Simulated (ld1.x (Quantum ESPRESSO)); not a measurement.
# PBE TM dataset for calcium (Ca), scalar-relativistic all-electron reference.

| Item | Value |
| --- | --- |
| Element | calcium |
| Generator | ld1.x (Quantum ESPRESSO) 7.5 |
| Type | norm-conserving Troullier–Martins (Kleinman–Bylander form) |
| Functional | PBE |
| Relativity | scalar-relativistic |
| Frozen core | [Ne] |
| Valence charge | 10 |
| Reference configuration | 3s2 3p6 3d0 4s2 4p0 |
| Partial waves | 3s (bound): rc 1.45 bohr; 3p (bound): rc 2.05 bohr; 3d (bound, empty): rc 2.10 bohr |
| Local potential | the d channel |
| Core correction | Bessel-smoothed model core inside 0.90 bohr |

Occupied shells without a wave of their own: 4s. They enter only through the test configuration that unscreens the potential, and ld1.x also counts them in the model core charge.

* Cutoffs needed: 55 Ry and 80 Ry (the cutoffs (Ry, on a coarse ladder) from which the occupation-weighted sum of valence levels, in a spherical-Bessel basis at the reference potential, stays within 10 and 1 mRy of its value at 400 Ry)
* Ghost test: no extra level below or beside the all-electron valence levels (s, p, d, f tested) (spherical-Bessel basis up to 400 Ry, 20 bohr box)
* Largest excitation error: -869 meV (all-electron minus pseudo) for 3s2 3p6 3d0 4s0 4p0, out of 7 test configurations

ld1.x takes every shell without a wave as core, so the model core holds the 4s electrons as well and exchange and correlation see them twice. This cancels in the reference configuration, but the file is broken for other ones, and its errors say nothing about a proper core correction.
